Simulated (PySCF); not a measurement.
**KSi⁺: from constants to spectrum**

UHF-CCSD(T) constants of KSi⁺, ³Π (triplet), unpaired electrons σ ↑, π ↑ (K 6-31G(d,p), Si 6-31G(d,p); no relativity (PySCF 2.14); masses 38.9637 and 27.9769 u):

```
ωe              : 84.7 cm⁻¹
ωexe            : 0.783 cm⁻¹
Be              : 0.072436 cm⁻¹
αe              : 0.000925 cm⁻¹
D (centrifugal) : 2.12e-07 cm⁻¹
De to K⁺ + Si   : 0.270 eV
```

(1) Give the vibrational terms G(v) and spacings up to v = 6.

(2) How well does the Morse estimate ωe²/(4ωexe) reproduce De, and what is D0?

Correlated steps freeze 10 core orbitals. The bond is weak. Basis-set superposition, not corrected here, can be much of De in a small basis, most of all at correlated wavefunction levels. For an ion De counts to the pair picked by the measured ionisation energies or electron affinities, which need not be the lowest pair at this level. The state is the lowest determinant that a PBE0 search found; another state may lie lower at other levels.

## Answers

(1) G(v) = ωe(v+½) − ωexe(v+½)².

```csv
v,G(v) (cm⁻¹),G(v) − G(v−1),Bv (cm⁻¹)
0,42.2,,0.07197
1,125.3,83.1,0.07105
2,206.9,81.6,0.07012
3,286.9,80.0,0.06920
4,365.3,78.4,0.06827
5,442.2,76.9,0.06735
6,517.5,75.3,0.06642
```

(2) It gives 0.284 eV, 105 % of the computed De. D0 = De − G(0) = 0.270 − 0.005 = 0.265 eV.
